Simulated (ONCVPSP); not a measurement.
# Pseudopotential generation for Ga: ONCV, LDA (Perdew-Zunger), scalar-relativistic.

ONCVPSP 4.0.1 was run on this input:

```
# ATOM AND REFERENCE CONFIGURATION
# atsym  z   nc   nv     iexc    psfile
  Ga 31.00    3    4        3      upf
#
#   n    l    f
    1    0    2.00
    2    0    2.00
    2    1    6.00
    3    0    2.00
    3    1    6.00
    3    2   10.00
    4    0    2.00
#
# PSEUDOPOTENTIAL AND OPTIMIZATION
# lmax
    2
#
#   l,   rc,      ep,       ncon, nbas, qcut
    0    0.90    0.00    4    7   15.30
    1    0.75    0.00    4    9   10.70
    2    0.65    0.00    3    7   12.30
#
# LOCAL POTENTIAL
# lloc, lpopt,  rc(5),   dvloc0
    4    5    0.40   -1.00
#
# VANDERBILT-KLEINMAN-BYLANDER PROJECTORs
# l, nproj, debl
    0    2    3.70
    1    3    2.60
    2    1    2.10
#
# MODEL CORE CHARGE
# icmod, fcfact, rcfact
    1    0.45    0.00
#
# LOG DERIVATIVE ANALYSIS
# epsh1, epsh2, depsh
   -7.00    5.00    0.04
#
# OUTPUT GRID
# rlmax, drl
    6.00    0.01
#
# TEST CONFIGURATIONS
# ncnf
    4
# nvcnf
#   n    l    f
    5
    3    0    2.00
    3    1    6.00
    3    2   10.00
    4    0    2.00
    4    1    1.00
#
    4
    3    0    2.00
    3    1    6.00
    3    2   10.00
    4    0    1.00
#
    4
    3    0    2.00
    3    1    6.00
    3    2   10.00
    4    0    0.00
#
    4
    3    0    2.00
    3    1    6.00
    3    2    9.00
    4    0    0.00
#
```

Command:

```bash
oncvpsp.x < Ga.dat > Ga.out
```

Output (shortened: citation, most of the input echo, consistency checks and plot data are left out):

```
ONCVPSP  (Optimized Norm-Conservinng Vanderbilt PSeudopotential)
scalar-relativistic version 4.0.1

#   n    l    f        energy (Ha)
    1    0    2.00    -3.7554603E+02
    2    0    2.00    -4.6613472E+01
    2    1    6.00    -4.0665982E+01
    3    0    2.00    -5.7255483E+00
    3    1    6.00    -3.9331554E+00
    3    2   10.00    -1.0198755E+00
    4    0    2.00    -6.1220096E-01

Reference configufation results
  iterations    28
  all-electron total energy (Ha)   -1.94090198D+03

Begin loop to  construct optimized pseudo wave functions
and semi-local pseudopoentials for all angular momenta

Calculating optimized projector #   1

 for l=   0

    Fraction of norm inside rc  0.853651
    Optimizing pswf for qcut=  15.32 a_B^-1,  ecut= 117.32 Ha
    Residual kinetic energy error=  4.53D-07 Ha

    Energy error per electron        Cutoff
         Ha          eV             Ha
         0.01000     0.27211       62.32
         0.00100     0.02721       78.91
         0.00010     0.00272       92.04
         0.00001     0.00027      102.19

Calculating optimized projector #   2

 for l=   0

    Fraction of norm inside rc  0.036327
    Optimizing pswf for qcut=  15.32 a_B^-1,  ecut= 117.32 Ha
    Residual kinetic energy error=  1.08D-07 Ha

    Energy error per electron        Cutoff
         Ha          eV             Ha
         0.01000     0.27211       46.90
         0.00100     0.02721       67.95
         0.00010     0.00272       84.75
         0.00001     0.00027       97.96

WARNING wellstate: negative energy specified for n= 4 l=  1
WARNING scattering state with energy  0.25000000
WARNING will be used for the first projector

   Wellstate for l =  1  n =  5
     eigenvalue =   0.2500
     asymptotic potential =   0.7500
     half-point radius =  5.6707

   Wellstate for l =  1  n =  5
     eigenvalue =   2.8500
     asymptotic potential =   3.3500
     half-point radius =  2.0218

Calculating optimized projector #   1

 for l=   1

    Fraction of norm inside rc  0.654757
    Optimizing pswf for qcut=  10.70 a_B^-1,  ecut=  57.20 Ha
    Residual kinetic energy error=  3.16D-04 Ha

    Energy error per electron        Cutoff
         Ha          eV             Ha
         0.01000     0.27211       41.57
         0.00100     0.02721       50.86
         0.00010     0.00272      175.76
         0.00001     0.00027      469.10

Calculating optimized projector #   2

 for l=   1

    Fraction of norm inside rc  0.015394
    Optimizing pswf for qcut=  10.70 a_B^-1,  ecut=  57.20 Ha
    Residual kinetic energy error=  2.07D-05 Ha

    Energy error per electron        Cutoff
         Ha          eV             Ha
         0.01000     0.27211       27.44
         0.00100     0.02721       39.66
         0.00010     0.00272       49.73
         0.00001     0.00027       80.60

Calculating optimized projector #   3

 for l=   1

    Fraction of norm inside rc  0.027275
    Optimizing pswf for qcut=  10.70 a_B^-1,  ecut=  57.20 Ha
    Residual kinetic energy error=  7.35D-05 Ha

    Energy error per electron        Cutoff
         Ha          eV             Ha
         0.01000     0.27211       33.85
         0.00100     0.02721       45.24
         0.00010     0.00272       55.55
         0.00001     0.00027      144.29

Calculating optimized projector #   1

 for l=   2

    Fraction of norm inside rc  0.439834
    Optimizing pswf for qcut=  12.28 a_B^-1,  ecut=  75.43 Ha
    Residual kinetic energy error=  1.77D-01 Ha

    Energy error per electron        Cutoff
         Ha          eV             Ha
         0.01000     0.27211      415.97
         0.00100     0.02721      661.99

Construct Vanderbilt / Kleinmman-Bylander projectors

B matrix Hermiticity error, ll=   0
   1   2    8.5735E-04

  Orthonormal projector coefficients  5.3578E+01  4.8060E+00

B matrix Hermiticity error, ll=   1
   1   2   -4.4193E-04
   1   3   -1.0629E-03
   2   3   -7.8936E-05

  Orthonormal projector coefficients  5.6969E+01  2.6468E+01  3.4888E+00

Model core correction analysis
  based on d2Exc/dn_idn_j

d2excae - all-electron derivatives

   -4.068563D-02   -3.780843D-02   -2.905846D-02   -1.764591D-03
   -3.780852D-02   -3.600921D-02   -2.765775D-02   -1.633067D-03
   -2.905870D-02   -2.765791D-02   -2.401368D-02   -1.296000D-03
   -1.764620D-03   -1.633090D-03   -1.296011D-03   -1.046912D-04

d2excps - pseudofunction derivatives with no core correction

   -4.275743D-02   -4.044409D-02   -3.374183D-02   -1.982083D-03
   -4.044417D-02   -3.836493D-02   -3.207913D-02   -1.863943D-03
   -3.374204D-02   -3.207927D-02   -2.745033D-02   -1.616706D-03
   -1.982120D-03   -1.863971D-03   -1.616724D-03   -1.252206D-04

rms 2nd derivative error    2.726236E-03

Polynomial model core charge

d2excps - pseudofunction derivatives with core correction

   -3.935867D-02   -3.730595D-02   -3.137892D-02   -1.698213D-03
   -3.730602D-02   -3.540101D-02   -2.979965D-02   -1.602117D-03
   -3.137910D-02   -2.979977D-02   -2.556998D-02   -1.422487D-03
   -1.698236D-03   -1.602136D-03   -1.422501D-03   -1.012363D-04

rms 2nd derivative error    1.251117E-03

Pseudoatom total energy -258.091822

Diagnostic tests using Vanderbilt-Kleinman-Bylander pseudopotentials
  1 or more projectors used as specified by nproj input data

   l    rcore       rmatch      e in        delta e   norm test  slope test

   0   0.9051427   0.9326248  -5.7255483  -0.0000313   1.0002657   1.0002779
   0   0.9051427   0.9326248  -0.6122010   0.0000214   1.0001113   1.0001058

   1   0.7519339   0.7747642  -3.9331554  -0.0000970   1.0002653   1.0003478
   1   0.7519339   0.7747642   0.2500000   0.0000473   1.0006408   1.0006408
   1   0.7519339   0.7747642   2.8500000   0.0001013   1.0008064   1.0008064

   2   0.6513706   0.6711476  -1.0198755  -0.0015270   0.9997731   0.9970753

 Testing for bound ghosts
   n   l    E NL Schr. Eq   E Basis Diag.   E Cutoff

   1   0       -5.725580       -5.725512    230.78
   2   0       -0.612180       -0.182003    230.78

   2   1       -3.933252       -3.929796    883.70

   3   2       -1.021403       -0.923282    431.93

 Testing for highly-localized positive-energy ghosts
       l    <radius>/rc     E Basis Diag.   E Cutoff

       0        0.233984       11.384548    230.78  WARNING - GHOST(+)

Test configuration 0

   n   l     f        eae           eps        diff
   1   0  2.0000 -375.54603291
   2   0  2.0000  -46.61347225
   2   1  6.0000  -40.66598189
   3   0  2.0000   -5.72554829   -5.72557963   -3.13D-05
   3   1  6.0000   -3.93315536   -3.93325232   -9.70D-05
   3   2 10.0000   -1.01987552   -1.02140254   -1.53D-03
   4   0  2.0000   -0.61220096   -0.61217961    2.14D-05

    Total energies and differences
      AE_ref= -1.94090198D+03  AE_tst= -1.94090198D+03  dif=  0.00D+00
      PS_ref= -2.58091822D+02  PS_tst= -2.58091822D+02  dif= -1.71D-12
      PSP excitation error=  1.71D-12

Test configuration 1

   n   l     f        eae           eps        diff
   1   0  2.0000 -375.23610779
   2   0  2.0000  -46.30652812
   2   1  6.0000  -40.35863702
   3   0  2.0000   -5.41792660   -5.41800605   -7.94D-05
   3   1  6.0000   -3.62543321   -3.62559597   -1.63D-04
   3   2 10.0000   -0.71296863   -0.71443713   -1.47D-03
   4   0  2.0000   -0.33715579   -0.33714431    1.15D-05
   4   1  1.0000   -0.10062281   -0.10061993    2.87D-06

    Total energies and differences
      AE_ref= -1.94090198D+03  AE_tst= -1.94111837D+03  dif= -2.16D-01
      PS_ref= -2.58091822D+02  PS_tst= -2.58308235D+02  dif= -2.16D-01
      PSP excitation error=  2.04D-05

Test configuration 2

   n   l     f        eae           eps        diff
   1   0  2.0000 -375.99705519
   2   0  2.0000  -47.05460604
   2   1  6.0000  -41.10797129
   3   0  2.0000   -6.17040259   -6.17029649    1.06D-04
   3   1  6.0000   -4.37790881   -4.37786080    4.80D-05
   3   2 10.0000   -1.46027975   -1.46204222   -1.76D-03
   4   0  1.0000   -0.97301767   -0.97296103    5.66D-05

    Total energies and differences
      AE_ref= -1.94090198D+03  AE_tst= -1.94011176D+03  dif=  7.90D-01
      PS_ref= -2.58091822D+02  PS_tst= -2.57301561D+02  dif=  7.90D-01
      PSP excitation error= -4.64D-05

Test configuration 3

   n   l     f        eae           eps        diff
   1   0  2.0000 -376.49515085
   2   0  2.0000  -47.53877312
   2   1  6.0000  -41.59334352
   3   0  2.0000   -6.65884644   -6.65856193    2.85D-04
   3   1  6.0000   -4.86602822   -4.86578633    2.42D-04
   3   2 10.0000   -1.94197170   -1.94406074   -2.09D-03

    Total energies and differences
      AE_ref= -1.94090198D+03  AE_tst= -1.93895048D+03  dif=  1.95D+00
      PS_ref= -2.58091822D+02  PS_tst= -2.56140258D+02  dif=  1.95D+00
      PSP excitation error= -6.37D-05

Test configuration 4

   n   l     f        eae           eps        diff
   1   0  2.0000 -377.43258317
   2   0  2.0000  -48.50040220
   2   1  6.0000  -42.55278863
   3   0  2.0000   -7.55012886   -7.55266588   -2.54D-03
   3   1  6.0000   -5.74835714   -5.75060381   -2.25D-03
   3   2  9.0000   -2.79469256   -2.79717533   -2.48D-03

    Total energies and differences
      AE_ref= -1.94090198D+03  AE_tst= -1.93659035D+03  dif=  4.31D+00
      PS_ref= -2.58091822D+02  PS_tst= -2.53777520D+02  dif=  4.31D+00
      PSP excitation error= -2.67D-03
```

The run took about 3.2 s on one core of a shared server CPU.
